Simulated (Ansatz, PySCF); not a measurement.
Sn(F)(OH)3 (FH₃O₃Sn), SMILES [OH][Sn]([OH])([OH])[F].

Geometry: PBE0-D3(BJ)/def2-SVP. The structure was generated by enumeration; whether it is a known compound was not checked. The def2 effective core potentials stand for the cores of Sn; spin–orbit coupling is left out. The values are those of a single conformer.

Vertical ionisation energy (IE) and electron affinity (EA) in eV. Rows of orbital energies are one-electron estimates. Where ΔSCF, EOM or ADC give a negative EA the extra electron is unbound and the value depends on the basis.

```tsv
level	IE	EA
−ε(HOMO), −ε(LUMO), CAM-B3LYP/def2-TZVP (PySCF)	11.13	1.31
−ε(HOMO), −ε(LUMO), PBE/def2-TZVP (PySCF)	7.77	3.24
ΔSCF, CAM-B3LYP/def2-SVPD (Ansatz), final states of multiplicity 2 and 2	12.31	0.75
ΔSCF, PBE/def2-SVPD (Ansatz), final states of multiplicity 2 and 2	11.07	0.86
```

Q: What vertical singlet–triplet gap does ΔSCF give with CAM-B3LYP/def2-SVPD (Ansatz, an electronic-structure program) and with PBE/def2-SVPD (Ansatz)? (An estimate is asked for; the answer gives what the named calculation found.)

A: 5.70 and 4.52 eV (triplet above singlet where positive).
